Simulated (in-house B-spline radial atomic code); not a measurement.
Values are calculated unless marked as measured or tabulated.
# Weak and strong correlation along the adiabatic connection

Two-electron singlets in several external potentials (atomic units), by full CI in B-splines with partial waves to l = 8 (correlation energies up to 0.6 % small). The repulsion is scaled by λ at fixed density; W(λ) is the mean repulsion less the Hartree energy, W(0) = E_x, and the area under W from 0 to 1 is E_xc.

Relative drop (W(λ) − E_x)/E_x:

```
                            system  λ = 0.12  λ = 0.25  λ = 0.4  λ = 0.6  λ = 0.8   λ = 1
    ω²r²/2 − Z/r, ω = 0.136, Z = 2    0.0108    0.0220   0.0340   0.0490   0.0629  0.0757
  ω²r²/2 − Z/r, ω = 0.056, Z = 0.5    0.0440    0.0819   0.1165   0.1521   0.1795  0.2012
 −Z exp(−kr)/r, Z = 9.97, k = 2.67    0.0020    0.0041   0.0065   0.0097   0.0129  0.0160
                 ω²r²/2, ω = 0.697    0.0188    0.0373   0.0565   0.0791   0.0988  0.1161
                 ω²r²/2, ω = 0.263    0.0313    0.0602   0.0882   0.1188   0.1435  0.1638
   ω²r²/2 − Z/r, ω = 0.0771, Z = 1    0.0256    0.0500   0.0746   0.1027   0.1264  0.1466
−Z exp(−kr)/r, Z = 4.08, k = 0.698    0.0050    0.0102   0.0161   0.0237   0.0310  0.0381
```

(1) Order the systems by how far second-order (GL2) theory, half the initial slope (estimated from the first points of each curve), overshoots the correlation energy, least first.
A. −Z exp(−kr)/r, Z = 9.97, k = 2.67
B. ω²r²/2 − Z/r, ω = 0.136, Z = 2
C. ω²r²/2, ω = 0.697
D. ω²r²/2, ω = 0.263
E. −Z exp(−kr)/r, Z = 4.08, k = 0.698
F. ω²r²/2 − Z/r, ω = 0.0771, Z = 1
G. ω²r²/2 − Z/r, ω = 0.056, Z = 0.5

(2) What else changes along this order?

## Answers

(1) A (GL2/E_c = 1.03), E (GL2/E_c = 1.07), B (GL2/E_c = 1.15), C (GL2/E_c = 1.26), F (GL2/E_c = 1.35), D (GL2/E_c = 1.45), G (GL2/E_c = 1.65).

(2) The ratio follows the bend of the curve. With it the leading natural occupation goes from 1.999 to 1.860 and −T_c/E_c from 0.97 to 0.62 between the first and the last.
